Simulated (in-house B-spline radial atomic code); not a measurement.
Configurations of the rubidium ion Rb⁸⁺, with energies counted from [Ar] 3d10 4s1. Computed with an all-electron radial atomic-structure program (B-spline basis): Dirac-Hartree-Fock, average of configuration, Fermi nucleus of rms radius 4.2036 fm. Energies include first-order Breit, QED and recoil terms.

Occupations are held fixed; configurations that lie above the ionisation limit could autoionise.

| configuration | E - E(ref) (eV) | highest orbital | its <r> (bohr) |
| --- | --- | --- | --- |
| [Ar] 3d10 5d1 | 92.047 | 5d5/2 | 2.9 |
| [Ar] 3d9 4s2 | 99.652 | 4s1/2 | 1.239 |
| [Ar] 3d10 5f1 | 104.04 | 5f5/2 | 3.341 |
| [Ar] 3d10 5g1 | 105.31 | 5g9/2 | 3.049 |
| [Ar] 3d9 4s1 4p1 | 118.6 | 4p3/2 | 1.332 |
| [Ar] 3d9 4s1 5p1 | 181 | 5p3/2 | 2.505 |
| [Ar] 3d9 4s1 5f1 | 206.53 | 5f5/2 | 3.278 |
| [Ne] 3s2 3p5 3d10 4s2 | 233.75 | 4s1/2 | 1.239 |
| [Ne] 3s2 3p5 3d10 4s1 5d1 | 328.21 | 5d5/2 | 2.848 |
| [Ne] 3s2 3p5 3d10 4s1 5f1 | 340.53 | 5f5/2 | 3.274 |
| [Ne] 3s2 3p5 3d10 4s1 7g1 | 364.08 | 7g9/2 | 7.016 |

Task: Order these further configurations by energy, lowest first.
A. [Ar] 3d10 6p1
B. [Ne] 3s2 3p5 3d10 4s1 7f1
C. [Ar] 3d9 4s1 7g1
D. [Ar] 3d10 4d1
E. [Ar] 3d10 4f1

Result: D (51.686 eV), E (78.724 eV), A (104.79 eV), C (230.05 eV), B (363.32 eV).

Task: How far above the reference does [Ne] 3s2 3p5 3d10 4s1 4f1 lie?

Result: 314.52 eV; its least bound orbital is 4f5/2 with <r> = 1.825 bohr.

Task: How far above the reference does [Ne] 3s2 3p5 3d10 4s1 8g1 lie?

Result: 369.37 eV; its least bound orbital is 8g9/2 with <r> = 9.509 bohr.

Task: How far above the reference does [Ar] 3d9 4s1 6g1 lie?

Result: 221.9 eV; its least bound orbital is 6g9/2 with <r> = 4.858 bohr.

Task: One of these lies 122.5 eV from the reference. Which?
A. [Ar] 3d10 4p1
B. [Ar] 3d10 8p1
C. [Ne] 3s2 3p5 3d10 4s1 5g1
D. [Ar] 3d10 7d1

Result: D.
